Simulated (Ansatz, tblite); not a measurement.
Cost and result up the ladder for AlSn₂₈H₃₆, a doped nanocrystal cut from the lattice of tin (Al on a surface site) (65 atoms). The state is a doublet with charge 0. Geometry: PBE-D4/def2-SVP.

```xyz
65

Sn   -4.661    0.180   -2.818
Sn   -0.734    0.646   -5.382
Sn   -1.029    2.480   -1.175
Sn   -4.814    1.973    1.447
Sn   -2.132   -1.670    0.579
Sn   -2.281    0.023    4.878
Sn    2.916    2.853   -3.567
Sn    1.685   -1.309   -1.905
Sn    5.281    0.809   -0.035
Sn    1.443    0.745    2.231
Sn    0.496   -3.553    3.877
Al    3.808   -3.472    1.576
Sn   -6.303    1.428   -0.890
Sn    1.465    2.331   -5.935
Sn   -2.742    3.731    0.693
Sn    1.089    4.207   -1.899
Sn   -2.483    1.839   -3.511
Sn   -3.755   -2.228   -1.668
Sn    0.320   -1.751   -4.340
Sn   -0.007    0.068   -0.104
Sn   -0.131    1.765    4.352
Sn   -3.767   -0.423    2.517
Sn   -1.186   -4.093    1.680
Sn   -1.128   -2.353    5.879
Sn    3.711    2.353    1.718
Sn    3.842    0.433   -2.437
Sn    2.741   -3.719   -0.856
Sn    5.810   -1.574    1.404
Sn    2.544   -1.662    3.224
H    -5.610   -0.173   -4.241
H    -1.612    0.332   -6.857
H    -5.842    2.736    2.634
H    -3.300    0.700    6.123
H     4.257    3.908   -3.933
H     6.809    1.603   -0.325
H     1.223   -5.014    4.492
H     4.159   -4.784    2.438
H    -6.946    2.918   -1.514
H    -7.655    0.400   -0.519
H     0.921    3.833   -6.622
H     2.477    1.564   -7.123
H    -3.444    5.137   -0.054
H    -1.838    4.281    2.071
H     0.408    5.542   -2.784
H     1.844    4.869   -0.482
H    -3.122    3.316   -4.189
H    -2.886   -3.204   -2.812
H    -5.119   -3.159   -1.122
H    -0.925   -2.945   -4.133
H     1.463   -2.396   -5.483
H    -0.683    3.364    3.956
H     0.887    1.895    5.756
H    -5.097   -1.484    2.911
H    -2.551   -4.988    2.282
H    -0.402   -5.082    0.490
H    -2.341   -3.512    6.344
H    -0.171   -2.010    7.289
H     3.251    3.905    1.090
H     4.524    2.615    3.232
H     4.916   -0.309   -3.596
H     3.948   -4.100   -2.052
H     1.501   -4.917   -1.074
H     7.103   -2.453    0.610
H     6.455   -1.082    2.947
H     3.397   -1.363    4.718
```

Ansatz on 11 threads of AMD EPYC 7R13 on a shared host and a whole NVIDIA H100 80GB HBM3; xTB runs through tblite on one thread. Times are rough, summed over both states, and most runs start from the orbitals of an earlier one. PBE0-D4/def2-SVP serves as the yardstick here, not as an exact answer. The other state is a singlet, and no other spin of it was run.

In the def2 sets Sn takes a core potential; there is no spin–orbit coupling. The xTB rows come from tblite. B3LYP takes the VWN-RPA correlation. Single mean-field runs in def2-SVP are fitted with def2-universal-jkfit.

Raw xTB energies of ions are shifted by several eV, and xTB has no spin-polarisation term.

```
                         level  functions  wall time  vertical IE (eV)  difference from PBE0-D4/def2-SVP (eV)
                      GFN1-xTB        333      1.8 s             11.01                                   4.02
                      GFN2-xTB        297      5.6 s             11.51                                   4.52
               PBE-D4/def2-SVP        926       21 s              6.63                                  -0.36
             B3LYP-D4/def2-SVP        926       36 s              6.93                                  -0.06
PBE0-D4/def2-SVP (with forces)        926       48 s              6.99                                   0.00
```
